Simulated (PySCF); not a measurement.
NMR data sheet: C4H9FO3Si

| Item | Value |
| --- | --- |
| Formula | C4H9FO3Si |
| SMILES | CO[C@@]1(O[SiH2]O)C[C@H]1F |
| InChI | InChI=1S/C4H9FO3Si/c1-7-4(8-9-6)2-3(4)5/h3,6H,2,9H2,1H3/t3-,4-/m1/s1 |
| Point group of the computed structure | C1 |
| Degrees of unsaturation | 1 |
| Carbon signals | 4 |
| Proton signals | 7 |

Numbering as in the mapped SMILES `[CH3:1][O:2][C@@:3]1([O:4][SiH2:5][OH:6])[CH2:7][C@H:8]1[F:9]` (H(Xn): hydrogen on atom n). Ha(C7) is cis to F9 on the ring; Ha(Si5) is pro-R; Hb(Si5) is pro-S; Hb(C7) is trans to F9 on the ring.

- geometry from GFN2-xTB
- GIAO PBE0/pcSseg-1 shieldings
- program: PySCF 2.14
- one computed conformer, isolated molecule, averaged over atoms made equivalent by symmetry, fast rotation or ring inversion, non-relativistic Hamiltonian

Chemical shifts δ = σref − σ; ¹H (σref 31.72), ¹³C (σref 186.93), ²⁹Si (σref 349.16) vs TMS; CFCl3 for ¹⁹F (σref 170.95); ¹⁷O (σref 336.08) vs H2O, all at this level.

| carbon | δC, type | δH (multiplicity) | HMBC from (2–3 bonds) | span of the C tensor (ppm) |
| --- | --- | --- | --- | --- |
| C1 | 56.4, CH3 | 3.82 (s) | – | 87 |
| C3 | 86.4, C | – | Hb(Si5), Ha(Si5), H(C8), H(C1), Ha(C7), Hb(C7) | 74 |
| C7 | 24.0, CH2 | Hb(C7) 1.11 (m); Ha(C7) 1.38 (m) | H(C8) | 53 |
| C8 | 80.4, CH | 4.65 (m) | Ha(C7), Hb(C7) | 127 |

Other nuclei:
```tsv
atoms	nucleus	environment	δ (ppm)	σ (ppm)
Hb(Si5)	¹H	hydrogen on a silicon bonded to 2 O	5.13	26.59
Ha(Si5)	¹H	hydrogen on a silicon bonded to 2 O	4.93	26.78
H(O6)	¹H	hydrogen on an oxygen bonded to Si	1.55	30.17
F9	¹⁹F	fluorine on an sp3 carbon	-247.5	418.5
Si5	²⁹Si	silicon bonded to 2 O, 2 H	-30.6	379.7
O4	¹⁷O	oxygen bonded to C, Si	87.8	248.3
O2	¹⁷O	ether oxygen	65.8	270.3
O6	¹⁷O	oxygen bonded to Si, H	30.6	305.4
```

Carbon types of the structure: 1 × C, 1 × CH, 1 × CH2, 1 × CH3, leaving 3 H on heteroatoms. δC 86.4: sp3 carbon bearing two oxygens; 2 electronegative neighbours deshield it. δC 80.4, 24.0: three-membered-ring carbon. δC 56.4: methyl carbon bonded to O; the inductive effect lowers its shielding. δH 3.82: hydrogen on a methyl carbon bonded to O; its carbon carries O, which withdraws density. δH 1.55: hydrogen on an oxygen bonded to Si; exchangeable; this is the value without hydrogen bonding to other molecules.

OH/NH shifts are gas-phase values; hydrogen bonding in solution moves them, usually downfield. Splittings by ¹⁹F in the carbon and heteronuclear signals aren't shown, as no couplings were computed. Shifts are as computed. Against solution values, carbons near 30 ppm lie about +3 ppm off and those near 130 ppm about +5 ppm. Of 1309 compounds with measured shifts, 239 miss one by over three times the rms of a fit or turn the order of signals round; such compounds aren't used in these exercises. Unscaled 19F shifts against computed CFCl3 carry errors that often reach 10 to 50 ppm. Experimental scales use liquid or dissolved standards, which lie at an offset from isolated H2O (liquid H2O: subtract about 36 ppm). No couplings were computed; multiplicities are counted from neighbouring protons, with m where these are inequivalent, close in shift, in a saturated or five-membered ring or joined by F or P, and br s for small geminal =CH2 splittings.
